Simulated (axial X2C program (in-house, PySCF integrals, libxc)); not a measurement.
# Photoelectron levels of SrS by EOM-IP-CCSD

Computed with an in-house all-electron X2C program for linear molecules (integrals from PySCF): two-component X2C with atomic mean-field Coulomb and Gaunt terms, Gaussian nuclei, basis Sr dyall-cv3z, S dyall-av3z with contracted cores.

R = 2.422 Å (near the PBE0 minimum at charge 0 of the determinant lowest at the starting distance; the state shown can have its own minimum elsewhere).

Hartree–Fock spinors of SrS (one of each Kramers pair; a window near the gap, which can cut inner shells):

| ω | occupied | ε (eV) | character |
| --- | --- | --- | --- |
| 1/2 | yes | -28.92 | 94% Sr p |
| 3/2 | yes | -28.79 | 98% Sr p |
| 1/2 | yes | -19.88 | 74% S s, 9% Sr p, 8% Sr d |
| 1/2 | yes | -6.96 | 76% S p, 10% Sr d, 9% Sr s |
| 1/2 | yes | -6.73 | 79% S p, 13% Sr d, 4% Sr p |
| 3/2 | yes | -6.67 | 79% S p, 13% Sr d, 4% Sr p |
| 1/2 | no | -0.85 | 57% Sr s, 35% Sr p, 4% S p |
| 1/2 | no | 0.27 | 94% Sr p, 5% Sr d |
| 3/2 | no | 0.28 | 94% Sr p, 5% Sr d |
| 1/2 | no | 0.79 | 68% Sr p, 18% Sr s, 8% Sr d |
| 1/2 | no | 1.26 | 57% Sr s, 33% Sr p, 5% Sr d |
| 1/2 | no | 2.04 | 85% Sr p, 14% Sr d |

Vertical ionisation energies of SrS to the states of SrS⁺:

| Ω of SrS⁺ | vertical IE (eV) | above lowest (cm⁻¹) | ionised spinor | one-hole weight |
| --- | --- | --- | --- | --- |
| 3/2 | 6.437 | 0 | 79% S pπ, 13% Sr dπ | 0.93 |
| 1/2 | 6.480 | 343 | 78% S pπ, 13% Sr dπ | 0.93 |
| 1/2 | 6.680 | 1956 | 75% S pσ, 10% Sr dσ, 9% Sr sσ | 0.93 |
| 1/2 | 15.803 | 75537 | 75% S sσ, 9% Sr dσ, 8% Sr pσ | 0.69 |

(1) How far does the lowest EOM-IP-CCSD energy lie from the Koopmans value −ε of the highest filled spinor?

(2) Take the first Ω = 1/2 and Ω = 3/2 rows of π character: how far apart are they, and which lies lower?

This point took 25 s on 1 thread of Intel(R) Xeon(R) Platinum 8488C (Sapphire Rapids), with other jobs on the host.

Reference electrons by ω block (each with its −ω partner): 1/2: 19, 3/2: 7, 5/2: 1. 16 electrons of SrS correlated (inner shells frozen), 88 natural virtual spinors (a truncated set); levels can be off by some tenths of an eV. Roots sought by Ω: (1/2: 4, 3/2: 3, 5/2: 1); rows need 60 % one-particle weight and stop where some Ω has no more roots. Missing are any skipped roots, higher Ω and states of a further excitation; these come out far too high here and may in truth be low or lowest. T1 of the reference 0.018 (Lee–Taylor). Number of frozen shells: Sr 3 s, 2 p, 1 d; S 2 s, 1 p.

## Answers

(1) 6.437 eV against 6.67 eV, a shift of -0.23 eV: relaxation of the final state lowers the energy and the loss of correlation raises it.

(2) E(3/2) − E(1/2) = 0 − 343 = -343 cm⁻¹ at EOM-IP-CCSD: inverted, Ω = 3/2 lower. Splittings at this level can be off by ten to twenty per cent.
